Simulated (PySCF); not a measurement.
Compound: C₅H₄O₂.
SMILES with atom numbers: `[CH:1]#[C:2]/[CH:3]=[CH:4]/[C:5](=[O:6])[OH:7]` (hydrogens: H8 on C1; H9 on C3; H10 on C4; H11 on O7)

The same species was optimised twice, with GFN2-xTB and with PBE0-D3(BJ)/def2-SVP (PySCF), and the same property calculations (PySCF, gas phase) were run on both structures.

```tsv
coordinate	GFN2-xTB	PBE0-D3(BJ)/def2-SVP	change
C2–C3 (Å)	1.402	1.416	+0.014
C1≡C2 (Å)	1.203	1.214	+0.011
C4–C5 (Å)	1.467	1.477	+0.010
C3=C4 (Å)	1.339	1.345	+0.006
C5–O7 (Å)	1.344	1.339	-0.005
C5=O6 (Å)	1.207	1.206	-0.001
C3–C4–C5 (°)	120.5	119.2	-1.3
C1–C2–C3 (°)	179.3	178.3	-1.0
C2–C3–C4 (°)	124.0	124.9	+0.9
O6–C5–O7 (°)	122.4	123.0	+0.6
C4–C5–O6 (°)	125.8	125.3	-0.5
C4–C5–O7 (°)	111.8	111.7	-0.1
C3–C4–C5–O6 (°)	0	0	0
```

Rotational constants: A = 10379, B = 1220, C = 1092 MHz (GFN2-xTB) against A = 10487, B = 1206, C = 1082 MHz (PBE0-D3(BJ)/def2-SVP). Point groups within 0.08 Å: Cs and Cs.

On the GFN2-xTB structure: lowest singlet, TDDFT (eV) 4.36 [PBE0/def2-SVPD]; isotropic polarisability (au) 72.6 [PBE0/def2-SVPD]; HOMO (eV) -7.71 [PBE0/def2-SVPD]; LUMO (eV) -2.33 [PBE0/def2-SVPD]; dipole (D) 1.75 [PBE0/def2-SVPD].

Problem. What do these properties become on the PBE0-D3(BJ)/def2-SVP structure?

Solution. 
```csv
property,level,on GFN2-xTB,on PBE0-D3(BJ)/def2-SVP,change
"lowest singlet, TDDFT (eV)",PBE0/def2-SVPD,4.36,4.40,+0.04
isotropic polarisability (au),PBE0/def2-SVPD,72.6,73.4,+0.8
HOMO (eV),PBE0/def2-SVPD,-7.71,-7.69,+0.02
LUMO (eV),PBE0/def2-SVPD,-2.33,-2.32,+0.01
dipole (D),PBE0/def2-SVPD,1.75,1.68,-0.07
"energy, GFN2-xTB geometry as zero (kcal/mol)",PBE0/def2-SVPD,0.0,-0.9,-0.9
```

The heavy atoms differ by 0.030 Å rms after alignment. Among bonds between heavy atoms C2–C3 changes most (+0.014 Å). Changes are differences of the printed values. Neither structure is proved a minimum here.

Conformer computed: `[CH:1]#[C:2]/[CH:3]=[CH:4]/[C:5](=[O:6])[OH:7]`: C3–C4–C5–O6 0°, H–O7–C5–C4 180°.
